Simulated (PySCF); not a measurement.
A side-by-side comparison of computed properties.

First species: C8H7FO.
Structure used (GFN2-xTB), in Å, numbered top down from 1:
```
atom  x, y, z in Å
O1     3.7499   -0.6566    0.6653
C2     3.0441   -0.0050   -0.0612
C3     1.5771    0.0010   -0.0348
C4     0.8505    0.7924   -0.9213
C5    -0.5307    0.7884   -0.8864
C6    -1.2042   -0.0056    0.0333
C7    -2.7052   -0.0298    0.0926
F8    -3.2743    0.7996   -0.8372
C9    -0.4813   -0.7987    0.9220
C10    0.8959   -0.7956    0.8888
H11    3.4789    0.6626   -0.8324
H12    1.3709    1.4107   -1.6380
H13   -1.0950    1.4011   -1.5726
H14   -3.0623    0.3042    1.0750
H15   -3.0869   -1.0390   -0.1082
H16   -1.0080   -1.4150    1.6361
H17    1.4737   -1.4027    1.5691
```

Second species: C4H8SSi2.
InChI=1S/C4H8SSi2/c1-2-3-4-7-5-6/h2H,1,7H2,6H3

Levels: PBE0/pcSseg-1 for dipole moment, HOMO energy, LUMO energy and HOMO–LUMO gap; GFN2-xTB for rotational constant A and rotational constant C. Geometries: GFN2-xTB. Each species is one conformer at its optimised geometry, gas phase, non-relativistic unless stated; the electronic structure was computed with PySCF and density fitting.

The conformers computed, where there is a choice (atom-mapped SMILES and torsion angles):
- `[O:1]=[CH:2][c:3]1[cH:4][cH:5][c:6]([CH2:7][F:8])[cH:9][cH:10]1`: O1–C2–C3–C4 180°, C5–C6–C7–F8 0°
- `[CH2:1]=[CH:2][C:3]#[C:4][SiH2:5][S:6][SiH3:7]`: C4–Si5–S6–Si7 180°

Task: Which of the two has the higher LUMO energy, and by how much?

Result: The second: -1.38 eV against -1.94 eV, a difference of 0.56 eV.

Task: Which of the two has the higher HOMO–LUMO gap, and by how much?

Result: The second: 5.88 eV against 5.65 eV, a difference of 0.23 eV.

Task: Which has the higher dipole moment?

Result: The first: 2.39 D against 1.47 D, a difference of 0.92 D.

Task: Which has the higher rotational constant C?

Result: The first: 0.584 GHz against 0.424 GHz, a difference of 0.160 GHz.

Task: Which has the higher HOMO energy?

Result: The second: -7.26 eV against -7.59 eV, a difference of 0.33 eV.

Task: Which has the higher rotational constant A?

Result: The second: 6.998 GHz against 4.642 GHz, a difference of 2.356 GHz.

On the first: In atomic units the dipole is 0.94 e·bohr (1 au = 2.5417 D).

On the second: The dipole equals about 4.9 × 10⁻³⁰ C·m (1 D = 3.33564 × 10⁻³⁰ C·m). A dipole of 1.47 D is allowed in Cs, and pure rotational transitions are dipole-allowed.
